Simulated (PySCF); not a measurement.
# FRuN + H₂O → RuN(OH) + HF

Level: PBE0 in the def2-TZVP basis family, computed in PySCF with density fitting; scalar-relativistic core potentials for atoms from Rb on, none lighter, no spin–orbit coupling; open shells unrestricted.

```tsv
species	state and structure	E (Eh)	ZPE (kJ/mol)	H(298 K) − H(0) (kJ/mol)	S° (J/(mol K))
FRuN	singlet, Cs, Ru–F 1.914 Å, Ru–N 1.548 Å; F–Ru–N 156.2°	-249.35711	12.0	12.1	275.5
H₂O	singlet, C2v, O–H 0.960 Å (×2); H–O–H 105.1°	-76.37736	56.5	9.9	188.7
RuN(OH)	singlet, Cs, O–H 0.955 Å, Ru–N 1.553 Å, Ru–O 1.914 Å; H–O–Ru 138.3°, N–Ru–O 154.9°	-225.33099	41.8	13.3	281.3
HF	singlet, C∞v, H–F 0.920 Å	-100.39188	24.9	8.7	173.6
```

(1) What is the electronic reaction energy?

(2) Add zero-point, thermal and entropy terms for 298.15 K and 1 bar.

Answers

(1) At PBE0/def2-TZVP, ΔE = 30.5 kJ/mol from the differences of the total energies times 2625.5, uphill. 

(2) ΔZPE = -1.8 and Δ[H(298) − H(0)] = 0.0 kJ/mol give ΔH° = 28.7 kJ/mol. ΔS° = -9.3 J/(mol K), so ΔG° = 28.7 − 298.15 × (-0.0093) = 31 kJ/mol and log₁₀K = -5.5.

Each species is the lowest minimum found with this bonding; other isomers or fragments can lie lower.
